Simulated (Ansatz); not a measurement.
C2H6F2Sn (`FC[CH](F)[SnH3]`) at its PBE0-D4/def2-TZVP geometry, where that method's forces vanish. Charge 0, multiplicity 1. Sn takes the def2 core potential.

```tsv
atom	x (Å)	y (Å)	z (Å)
F1	-1.0786	-2.3581	0.7118
C2	-0.7423	-1.0167	0.7554
C3	0.2113	-0.6611	-0.3379
F4	1.4449	-1.2583	-0.1092
Sn5	0.5170	1.4962	-0.4962
H6	-0.3012	-0.8165	1.7367
H7	-1.6655	-0.4362	0.6459
H8	-0.1634	-1.0402	-1.2942
H9	1.7942	1.7575	-1.5889
H10	-0.9193	2.2209	-1.0695
H11	0.9029	2.1125	1.0461
```

(1) For each bond, give half the difference of the two atoms' forces along it (eV/Å; positive pushes the atoms apart) under PBE-D4, r2SCAN-D4, B3LYP-D4, ωB97M-V in def2-TZVPP. (Best estimate.)

Answers

(1) Computed: 
```json
{"bond": "F1–C2", "length (Å)": "1.384", "PBE-D4": "0.57", "r2SCAN-D4": "0.38", "B3LYP-D4": "0.40", "ωB97M-V": "0.23"}
{"bond": "C2–C3", "length (Å)": "1.494", "PBE-D4": "-0.14", "r2SCAN-D4": "-0.08", "B3LYP-D4": "-0.01", "ωB97M-V": "0.09"}
{"bond": "C2–H6", "length (Å)": "1.094", "PBE-D4": "0.08", "r2SCAN-D4": "-0.07", "B3LYP-D4": "-0.14", "ωB97M-V": "-0.13"}
{"bond": "C2–H7", "length (Å)": "1.096", "PBE-D4": "0.05", "r2SCAN-D4": "-0.07", "B3LYP-D4": "-0.14", "ωB97M-V": "-0.12"}
{"bond": "C3–F4", "length (Å)": "1.390", "PBE-D4": "0.48", "r2SCAN-D4": "0.33", "B3LYP-D4": "0.37", "ωB97M-V": "0.31"}
{"bond": "C3–Sn5", "length (Å)": "2.185", "PBE-D4": "0.03", "r2SCAN-D4": "0.03", "B3LYP-D4": "0.11", "ωB97M-V": "-0.13"}
{"bond": "C3–H8", "length (Å)": "1.095", "PBE-D4": "0.08", "r2SCAN-D4": "-0.08", "B3LYP-D4": "-0.19", "ωB97M-V": "-0.15"}
{"bond": "Sn5–H9", "length (Å)": "1.701", "PBE-D4": "0.08", "r2SCAN-D4": "-0.02", "B3LYP-D4": "-0.01", "ωB97M-V": "-0.07"}
{"bond": "Sn5–H10", "length (Å)": "1.708", "PBE-D4": "0.05", "r2SCAN-D4": "-0.03", "B3LYP-D4": "0.00", "ωB97M-V": "-0.05"}
{"bond": "Sn5–H11", "length (Å)": "1.705", "PBE-D4": "0.07", "r2SCAN-D4": "-0.02", "B3LYP-D4": "0.01", "ωB97M-V": "-0.06"}
```

B3LYP here is the variant with VWN-RPA as its local correlation; programs differ in this.
